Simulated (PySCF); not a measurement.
Estimate the missing entries of this data sheet.

Species: 3-pentyl acetate, C7H14O2.
Structure used (GFN2-xTB), in Å, numbered top down from 1:
```
atom  x, y, z in Å
C1    -0.216    2.299   -1.338
C2    -1.063    1.035   -1.246
C3    -0.679    0.168   -0.046
C4    -1.586   -1.057    0.090
C5    -1.259   -1.878    1.331
O6     0.676   -0.275   -0.218
C7     1.561   -0.003    0.740
C8     2.921   -0.544    0.371
O9     1.314    0.593    1.755
H10   -0.313    2.889   -0.429
H11   -0.532    2.906   -2.182
H12    0.833    2.045   -1.471
H13   -2.116    1.303   -1.147
H14   -0.943    0.443   -2.156
H15   -0.720    0.763    0.876
H16   -1.475   -1.675   -0.803
H17   -2.620   -0.710    0.139
H18   -1.943   -2.717    1.424
H19   -1.338   -1.263    2.225
H20   -0.245   -2.267    1.275
H21    3.629   -0.323    1.163
H22    2.856   -1.618    0.218
H23    3.251   -0.088   -0.559
```

```json
{"property": "rotational constants A, B, C of the GFN2-xTB geometry", "level": "GFN2-xTB", "value": "?"}
{"property": "dipole moment", "level": "PBE0/pcSseg-1", "value": "2.01 D"}
{"property": "HOMO energy", "level": "PBE0/pcSseg-1", "value": "-7.86 eV"}
{"property": "LUMO energy", "level": "PBE0/pcSseg-1", "value": "0.51 eV"}
{"property": "13C chemical shifts (computed TMS as zero) by class", "level": "GIAO PBE0/pcSseg-1", "value": "?"}
{"property": "1H chemical shifts (computed TMS as zero) by class", "level": "GIAO PBE0/pcSseg-1", "value": "?"}
{"property": "isotropic shieldings of nuclei other than C and H, by class", "level": "GIAO PBE0/pcSseg-1", "value": "-105 (O9), 109 (O6) ppm"}
```

The electronic properties come from PySCF, for the isolated species, density fitting. NMR classes are plain means over equivalent atoms (diastereotopic ones count apart unless rotation or inversion swaps them), as if these changed places fast; in this geometry the members of some classes differ.

The rotational constants A, B, C of the GFN2-xTB geometry?

1.652, 1.396, 0.910 GHz.

The 13C chemical shifts (computed TMS as zero) by class?

176.4 (C7), 77.4 (C3), 33.8 (C2/C4), 23.7 (C8), 13.2 (C1/C5) ppm.

The 1H chemical shifts (computed TMS as zero) by class?

5.20 (H15), 2.13 (H21/H22/H23), 1.53 (H14/H16), 1.39 (H13/H17), 1.00 (H10/H11/H12/H18/H19/H20) ppm.

The dipole equals about 6.7 × 10⁻³⁰ C·m (1 D = 3.33564 × 10⁻³⁰ C·m). With B = h/(8π²I), that is 505.379 GHz u Å² over I, the principal moments of inertia are 305.8, 362.0 and 555.3 u Å² (most abundant isotopes); the inertial defect Ic − Ia − Ib is -112.5 u Å² (zero for a rigid planar frame, negative otherwise). The rotational constants make it an asymmetric top with κ = (2B − A − C)/(A − C) = 0.31, nearer the oblate limit (+1).

One conformer stands for the species.
